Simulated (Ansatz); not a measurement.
Isolated molecules relaxed with PBE0-D4/def2-TZVP in Ansatz; ΔE leaves out vibrations. CBS: MP2 limit from def2 TZ/QZ plus the TZ coupled-cluster correction, frozen cores. Functionals use def2-TZVPP. For Br outer-core shells are correlated without core-valence functions, which leaves a few kJ/mol of doubt a bond. Scalar relativity is left out up to krypton. Each species was taken in one conformer, which may not be the lowest.

Consider the formal exchange of groups at the Si–C bond: `CNC([SiH3])S` + `BrCBr` → `[SiH3]C(Br)Br` + `CNCS`.

Problem. Is it downhill or uphill in electronic energy at CCSD(T)/CBS, and by how much? (An estimate is asked.)

Solution. Computed: Downhill: ΔE = -0.04 eV.

Problem. What do these levels give: PBE-D4, r2SCAN-D4, PBE0-D4, ωB97X-V, B2PLYP, PBE, r2SCAN, PBE0, MP2/def2-TZVPP, CCSD/def2-TZVPP, HF/def2-QZVPP, CCSD/CBS(def2)? (Best estimate.)

Solution. The calculation gave: PBE-D4 0.02, r2SCAN-D4 0.00, PBE0-D4 0.01, ωB97X-V 0.00, B2PLYP -0.03, PBE 0.00, r2SCAN -0.01, PBE0 -0.01, MP2/def2-TZVPP -0.02, CCSD/def2-TZVPP -0.03, HF/def2-QZVPP -0.08, CCSD/CBS(def2) -0.05 eV.

Largest T1 diagnostic among the species: 0.011.

In def2-TZVPP, CCSD(T) changes the Hartree–Fock value by +0.06 eV (the triples alone add +0.01 eV) and MP2 by +0.06 eV. The D4 term adds +0.03 eV with B3LYP and +0.02 eV with PBE0; it sums over pairs of atoms, weighted by their polarisabilities, and B3LYP, whose exchange is more repulsive, gets the larger term.

B3LYP here is the variant with VWN-RPA as its local correlation; programs differ in this.
